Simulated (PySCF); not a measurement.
Structure problem from calculated spectra and properties.

Formula: CH7F3Si3.

| Property | Result |
| --- | --- |
| Dipole | 2.82 D [CAM-B3LYP/def2-SVPD] |
| 13C NMR | chemical shifts (computed TMS as zero) by class: 142.6 (1 C) ppm [GIAO PBE0/pcSseg-1] |
| Rotational structure | rotational constants A, B, C: 2.121, 0.849, 0.712 GHz [GFN2-xTB] |
| Polarisability | 101.8 au [CAM-B3LYP/def2-SVPD] |
| 1H NMR | chemical shifts (computed TMS as zero) by class: 4.22 (2 H), 3.70 (3 H), 3.48 (2 H) ppm [GIAO PBE0/pcSseg-1] |
| Triplet | lowest triplet excitation (Tamm–Dancoff): 5.90 eV [TDA CAM-B3LYP/def2-SVPD] |

Electronic properties: PySCF, gas phase, density fitting. Levels stand in brackets. Geometry: GFN2-xTB, one conformer, isolated molecule. Each NMR value is the plain mean over a class of atoms that symmetry, rotation or inversion makes alike.

Problem. Propose a structure and show how it fits.

Solution. Numbering: `[F:1][C:2]([F:3])([F:4])[SiH2:5][SiH2:6][SiH3:7]`. Its formula, CH7F3Si3, gives 0 degrees of unsaturation, so no ring and no π bond. The one carbon: CF3 carbon [C2] (142.6 ppm). Hydrogen classes from least to most shielded: 2 H on an SiH2 silicon, Si5 (4.22 ppm), 3 H on an SiH3 silicon, Si7 (3.70 ppm), 2 H on an SiH2 silicon, Si6 (3.48 ppm). The optimised geometry has point group C1 and is an asymmetric top. Structure: `[SiH2](C(F)(F)F)[SiH2][SiH3]`. Computed isomers that give other values at the same levels: `FC(F)(F)[SiH]([SiH3])[SiH3]` (1H chemical shifts (computed TMS as zero) by class: 4.20 (1 H), 3.72 (6 H) ppm). The assignments are read from this structure; whether some other isomer fits the data as well wasn't checked.

Shape of the structure used: `[F:1][C:2]([F:3])([F:4])[SiH2:5][SiH2:6][SiH3:7]`: F1–C2–Si5–Si6 55°, C2–Si5–Si6–Si7 46°.
